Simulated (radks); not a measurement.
Question: These are the eigenvalues of the occupied orbitals of an atom or ion with whole-number occupations (hartree). All-electron calculation, Dirac Kohn-Sham, PBE, spin-unpolarised, spherical densities, finite nucleus; Fermi nuclear charge, rms radius of each element as measured or else 0.836 A^(1/3) + 0.57 fm. Program: a radial shooting solver on a logarithmic mesh with Libxc functionals.

1s1/2: -373.7595
2s1/2: -65.49575
2p1/2: -60.60692
2p3/2: -59.70819
3s1/2: -23.51316
3p1/2: -21.92905

Which element is it, and in what charge state? The configuration may be excited. Open shells, if any, fill j = l - 1/2 first.

Answer: Z = 30, zinc, charge +17: Zn17+ in [Ne] 3s2 3p1. The list shows which subshells hold electrons but not how many an open one holds; the 1s level, -373.76 hartree, gives Z - s = 27.3 by -(Z - s)^2/2, which with screening and relativity narrows Z to a few neighbours, and the depths of the outer levels then fix element, charge and occupations together.
